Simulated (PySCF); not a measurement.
mesitylene (C9H12), singlet, geometry from GFN2-xTB; HF/STO-3G in PySCF.

The PySCF input:
```python
from pyscf import gto, scf

mol = gto.M(
    atom='''
C    -2.43977067   -1.55518866   -0.09872202
C    -1.17708094   -0.74857989   -0.03460150
C    -1.22028180    0.63706331   -0.09221986
C    -0.05733351    1.39342561   -0.05578182
C    -0.12133910    2.89132726   -0.09203453
C     1.16335745    0.74088573    0.04109994
C     1.23408869   -0.64376726    0.10028694
C     2.56139362   -1.33719340    0.18111157
C     0.05665165   -1.37684850    0.06069939
H    -2.33594721   -2.48355683    0.45850631
H    -3.28028452   -0.99393173    0.30309087
H    -2.66752655   -1.80829222   -1.13496674
H    -2.17658974    1.13653249   -0.16531012
H    -0.21466574    3.28448071    0.92109888
H    -0.98249537    3.22945622   -0.66408556
H     0.78140926    3.30815393   -0.53277160
H     2.07519379    1.32131061    0.07255664
H     3.29708597   -0.71106919    0.68081977
H     2.47529639   -2.27892706    0.71853165
H     2.92943154   -1.55453573   -0.82240369
H     0.10097980   -2.45636624    0.10590487
''',
    basis='sto-3g',
    verbose=4,
)

mf = scf.RHF(mol)
mf.kernel()
```

**Question.** Predict the main parts of the log of this PySCF run.

**Answer.** 
```
PySCF version 2.14.0

[INPUT] verbose = 4
[INPUT] num. atoms = 21
[INPUT] num. electrons = 66
[INPUT] charge = 0
[INPUT] spin (= nelec alpha-beta = 2S) = 0
[INPUT] symmetry False subgroup None
[INPUT] Mole.unit = angstrom
[INPUT] Symbol           X                Y                Z      unit          X                Y                Z       unit  Magmom
[INPUT]  1 C     -2.439770670000  -1.555188660000  -0.098722020000 AA   -4.610498373047  -2.938880639429  -0.186557580264 Bohr   0.0
[INPUT]  2 C     -1.177080940000  -0.748579890000  -0.034601500000 AA   -2.224360603046  -1.414610974457  -0.065387358499 Bohr   0.0
[INPUT]  3 C     -1.220281800000   0.637063310000  -0.092219860000 AA   -2.305998396791   1.203875179909  -0.174270278646 Bohr   0.0
[INPUT]  4 C     -0.057333510000   1.393425610000  -0.055781820000 AA   -0.108344631660   2.633192777855  -0.105412362530 Bohr   0.0
[INPUT]  5 C     -0.121339100000   2.891327260000  -0.092034530000 AA   -0.229297667201   5.463816657889  -0.173920055703 Bohr   0.0
[INPUT]  6 C      1.163357450000   0.740885730000   0.041099940000 AA    2.198426965472   1.400071119298   0.077667630336 Bohr   0.0
[INPUT]  7 C      1.234088690000  -0.643767260000   0.100286940000 AA    2.332089637523  -1.216543809362   0.189514850471 Bohr   0.0
[INPUT]  8 C      2.561393620000  -1.337193400000   0.181111570000 AA    4.840332439008  -2.526929301576   0.342251265290 Bohr   0.0
[INPUT]  9 C      0.056651650000  -1.376848500000   0.060699390000 AA    0.107056103005  -2.601866580018   0.114705223028 Bohr   0.0
[INPUT] 10 H     -2.335947210000  -2.483556830000   0.458506310000 AA   -4.414300468342  -4.693242223493   0.866451352285 Bohr   0.0
[INPUT] 11 H     -3.280284520000  -0.993931730000   0.303090870000 AA   -6.198839353450  -1.878258756215   0.572758735156 Bohr   0.0
[INPUT] 12 H     -2.667526550000  -1.808292220000  -1.134966740000 AA   -5.040894609506  -3.417177048982  -2.144776299090 Bohr   0.0
[INPUT] 13 H     -2.176589740000   1.136532490000  -0.165310120000 AA   -4.113158494138   2.147735137770  -0.312390852419 Bohr   0.0
[INPUT] 14 H     -0.214665740000   3.284480710000   0.921098880000 AA   -0.405659456927   6.206769003317   1.740624616844 Bohr   0.0
[INPUT] 15 H     -0.982495370000   3.229456220000  -0.664085560000 AA   -1.856647167953   6.102787787073  -1.254939831678 Bohr   0.0
[INPUT] 16 H      0.781409260000   3.308153930000  -0.532771600000 AA    1.476649492599   6.251504905604  -1.006792410946 Bohr   0.0
[INPUT] 17 H      2.075193790000   1.321310610000   0.072556640000 AA    3.921547918498   2.496915178382   0.137112178119 Bohr   0.0
[INPUT] 18 H      3.297085970000  -0.711069190000   0.680819770000 AA    6.230589492446  -1.343726024716   1.286562905489 Bohr   0.0
[INPUT] 19 H      2.475296390000  -2.278927060000   0.718531650000 AA    4.677632254225  -4.306548001260   1.357828030332 Bohr   0.0
[INPUT] 20 H      2.929431540000  -1.554535730000  -0.822403690000 AA    5.535823311263  -2.937646780551  -1.554117737932 Bohr   0.0
[INPUT] 21 H      0.100979800000  -2.456366240000   0.105904870000 AA    0.190824166113  -4.641859455228   0.200131199558 Bohr   0.0

nuclear repulsion = 422.006071961142
number of shells = 39
number of NR pGTOs = 171
number of NR cGTOs = 57
basis = sto-3g
ecp = {}

******** <class 'pyscf.scf.hf.RHF'> ********
method = RHF
initial guess = minao
damping factor = 0
level_shift factor = 0
DIIS = <class 'pyscf.scf.diis.CDIIS'>
diis_start_cycle = 1
diis_space = 8
diis_damp = 0
SCF conv_tol = 1e-09
SCF conv_tol_grad = None
SCF max_cycles = 50
direct_scf = True
direct_scf_tol = 1e-13
Set gradient conv threshold to 3.16228e-05
Initial guess from minao.
init E= -346.318330628912
  HOMO = -0.186615240430599  LUMO = 0.140128670346843  gap/eV = 8.89115
cycle= 1 E= -343.591218369106  delta_E= 2.73  |g|= 0.34  |ddm|= 5.84
  HOMO = -0.250293917021344  LUMO = 0.28547406762833  gap/eV = 14.57899
cycle= 2 E= -343.639156030246  delta_E= -0.0479  |g|= 0.0844  |ddm|= 0.645
  HOMO = -0.265910034882556  LUMO = 0.272160366388608  gap/eV = 14.64164
cycle= 3 E= -343.642179849893  delta_E= -0.00302  |g|= 0.0138  |ddm|= 0.19
  HOMO = -0.261880995822026  LUMO = 0.276065088722521  gap/eV = 14.63826
cycle= 4 E= -343.64223683075  delta_E= -5.7e-05  |g|= 0.00141  |ddm|= 0.0199
  HOMO = -0.261097588834002  LUMO = 0.276873246239127  gap/eV = 14.63893
cycle= 5 E= -343.642237449195  delta_E= -6.18e-07  |g|= 0.000222  |ddm|= 0.00197
  HOMO = -0.261158743502559  LUMO = 0.276809379188321  gap/eV = 14.63886
cycle= 6 E= -343.642237476369  delta_E= -2.72e-08  |g|= 6.63e-05  |ddm|= 0.000446
  HOMO = -0.261166485485437  LUMO = 0.276802125234961  gap/eV = 14.63887
cycle= 7 E= -343.642237479033  delta_E= -2.66e-09  |g|= 3.39e-05  |ddm|= 0.000118
  HOMO = -0.261165860366172  LUMO = 0.27680265914498  gap/eV = 14.63887
cycle= 8 E= -343.642237480342  delta_E= -1.31e-09  |g|= 8.31e-06  |ddm|= 0.000131
  HOMO = -0.26116618578883  LUMO = 0.276802043513152  gap/eV = 14.63886
cycle= 9 E= -343.642237480421  delta_E= -7.86e-11  |g|= 1.18e-06  |ddm|= 3.74e-05
  HOMO = -0.261166295867284  LUMO = 0.276801955075302  gap/eV = 14.63886
Extra cycle  E= -343.642237480425  delta_E= -4.55e-12  |g|= 5.74e-07  |ddm|= 2.24e-06
converged SCF energy = -343.642237480425
```
